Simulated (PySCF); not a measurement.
AlF2, SMILES [F][Al+][F], charge +1.

Geometry optimised at B3LYP-D3(BJ)/def2-TZVP. The spin state was assumed, not searched. The isomer is the one that the SMILES or the coordinates give; other isomers of the formula were not compared.

Two levels are set side by side: TDDFT-PBE/def2-TZVPD (PySCF) and ADC(2)/aug-cc-pVDZ (PySCF). Vertical, same geometry; the bases differ. Differences are taken from unrounded values.

| quantity | TDDFT-PBE |
|---|---|
| lowest singlet excitation (eV) | 6.32 |

Task: These are the TDDFT-PBE values. What does ADC(2) give? (Estimate from the structure and the level; the computed values follow.)

Result: 
```
quantity                        ADC(2)  TDDFT-PBE minus ADC(2)
------------------------------  ------  ----------------------
lowest singlet excitation (eV)    7.35                   -1.03
```

Functionals without exact exchange tend to place singlet excitations lower, as here. Differences between two approximate levels are no errors against the true value.

Rough cost on one machine, each run with all the roots and properties that it gave: ADC(2) against TDDFT-PBE about 3 times.
